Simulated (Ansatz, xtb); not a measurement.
ClH4NSiSn: which of two structures lies lower

Structure a: a singlet given by its coordinates. Structure b: `Cl[SiH2][NH][SnH]`, a singlet. Both are isolated molecules in the gas phase, relaxed with r2SCAN-D4/def2-SVP; the shapes shown needn't be the lowest conformers.

a (Å):

```yaml
atoms:
  - { symbol: Cl, position_ang: [0.7808, 1.4300, -2.7480] }
  - { symbol: N, position_ang: [0.7985, 0.1997, 0.2169] }
  - { symbol: Si, position_ang: [-0.5525, -0.8668, -0.4561] }
  - { symbol: Sn, position_ang: [-0.7558, 1.7043, -0.8576] }
  - { symbol: H, position_ang: [1.6531, 0.2601, -0.3404] }
  - { symbol: H, position_ang: [1.0275, 0.1800, 1.2104] }
  - { symbol: H, position_ang: [0.0613, -1.9046, -1.3404] }
  - { symbol: H, position_ang: [-1.1074, -1.5372, 0.7653] }
```

Close contacts (Å): Cl1–Sn4 2.45, N2–Si3 1.85, N2–Sn4 2.42, Si3–Sn4 2.61, N2–H5 1.02, N2–H6 1.02, Si3–H7 1.50, Si3–H8 1.50.

b (Å):

```
atom    x (Å)    y (Å)    z (Å)
  Cl   2.4686   2.8771  -1.9492
   N   0.3930   0.7435  -0.8526
  Si   1.0438   2.3123  -0.5292
  Sn   1.0999  -1.1199  -0.2910
   H  -0.0293   3.3447  -0.5954
   H   1.7261   2.3064   0.7878
   H  -0.3741   0.7205  -1.5262
   H   2.3583  -0.3500   0.7130
```

Question: Estimate E(b) − E(a) at the level CCSD(T)/def2-SVP + ΔMP2/def2-TZVPP.

Answer: Calculated at CCSD(T)/def2-SVP + ΔMP2/def2-TZVPP: E(b) − E(a) = −0.144 eV, so structure b lies lower.

Level by level:

```
                             level            geometry  E(b) − E(a) (eV)  departure from the last row (eV)  job, with rough time for the two
                r2SCAN-D4/def2-SVP  r2SCAN-D4/def2-SVP              +0.203                            +0.347             optimisation, 2.4 min
                       HF/def2-SVP  r2SCAN-D4/def2-SVP              −0.222                            −0.078           part of the CCSD(T) run
                      MP2/def2-SVP  r2SCAN-D4/def2-SVP              −0.111                            +0.033           part of the CCSD(T) run
                  CCSD(T)/def2-SVP  r2SCAN-D4/def2-SVP              −0.072                            +0.072                      single point
CCSD(T)/def2-SVP + ΔMP2/def2-TZVPP  r2SCAN-D4/def2-SVP              −0.144                                                  single point, 65 s
```

r2SCAN-D4/def2-SVP puts the two in the other order. The largest departure from CCSD(T)/def2-SVP + ΔMP2/def2-TZVPP is that of r2SCAN-D4/def2-SVP, 0.347 eV. Levels run at GFN2-xTB geometries aren't shown. The last row adds to CCSD(T) the change of the MP2 difference between the two basis sets, here −0.072 eV.

With harmonic frequencies from r2SCAN-D4/def2-SVP (ideal gas, rigid rotor, one conformer each, 298.15 K, 1 atm): on the last row, ΔE + ΔZPE = −0.242 eV. A mode under 50 cm⁻¹ makes harmonic enthalpies and free energies unreliable, so none is given.

The correlated steps freeze 15 core orbitals; the filled d shell of Sn is correlated, in a basis made for valence electrons. Atoms past krypton carry core potentials in the def2 sets and no spin–orbit term is included. Codes used: Ansatz 0.2.0; the last row on 1 thread of Arm Neoverse V1 on a shared host.
